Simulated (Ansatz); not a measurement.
Zn₂O, relaxed as a singlet with RKS PBE-D4/def2-TZVP in Ansatz, starting from the GFN1-xTB geometry. Force threshold 0.02 eV/Å.

The order of the spin states hangs on the level: the triplet lies 0.15 eV below the singlet at PBE0-D4/def2-TZVP, but 0.29 eV above it at PBE-D4/def2-TZVP. The singlet is doubtful at PBE0-D4/def2-TZVP (restricted singlet, unstable towards broken spin symmetry). The structure comes from a short search, and lower isomers may exist.

Start:

| atom | x (Å) | y (Å) | z (Å) |
| --- | --- | --- | --- |
| Zn1 | -0.703 | 1.747 | 0.114 |
| Zn2 | 0.703 | -1.747 | -0.114 |
| O3 | 0.000 | 0.000 | 0.000 |

```
step  energy (eV)  largest force component (eV/Å)  SCF passes
   1  -98870.1211                           1.100          21
   2  -98870.1830                           0.670          23
   3  -98870.2119                           0.134          24
   4  -98870.2129                           0.004          22
```

Force components are those of the run's own axes.

End:

| atom | x (Å) | y (Å) | z (Å) |
| --- | --- | --- | --- |
| Zn1 | -0.674 | 1.676 | 0.109 |
| Zn2 | 0.675 | -1.675 | -0.109 |
| O3 | 0.000 | 0.000 | 0.000 |

By distances, no bond broke or formed. The bond that changes most is Zn2–O3, from 1.89 to 1.81 Å (atoms count from 1).

No frequencies were taken in this run, so the end may be a saddle point.

It took 3.2 s on 4 threads of Arm Neoverse V1 on a shared host.
